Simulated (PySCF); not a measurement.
Isomers of C9H10, from PySCF, PBE0-D3(BJ)/def2-SVP geometry optimisation, gas phase. One conformer each, no zero-point energy, no frequencies.

Question: Which isomer lies lower at this level?
A. `[CH:1]#[C:2][C:3]#[C:4][CH2:5][C:6](=[CH2:7])[CH2:8][CH3:9]` with C4–C5–C6–C7 130°, C5–C6–C8–C9 -57°: A = 3001, B = 743.1, C = 658.0 MHz, dipole 0.93 D
B. `[CH2:1]=[C:2]([CH3:3])/[CH:4]=[CH:5]/[C:6]1=[CH:7][C:8]1=[CH2:9]` with C1–C2–C4–C5 180°, C4–C5–C6–C7 180°: A = 3931, B = 751.0, C = 633.0 MHz, dipole 2.66 D

Answer: B. That is `C1(=C)C(/C=C/C(=C)C)=C1`, 9.7 kcal/mol below the other.

```csv
SMILES,mapped SMILES,E (Eh),relative (kcal/mol),relative (kJ/mol),dipole (D)
C=C(C)/C=C/C1=CC1=C,[CH2:1]=[C:2]([CH3:3])/[CH:4]=[CH:5]/[C:6]1=[CH:7][C:8]1=[CH2:9],-348.17733,0.0,0.0,2.66
C#CC#CCC(=C)CC,[CH:1]#[C:2][C:3]#[C:4][CH2:5][C:6](=[CH2:7])[CH2:8][CH3:9],-348.16180,9.7,40.8,0.93
```

As drawn, the lower has a three-membered ring, which the higher lacks; the higher has a C≡C bond, which the lower lacks.
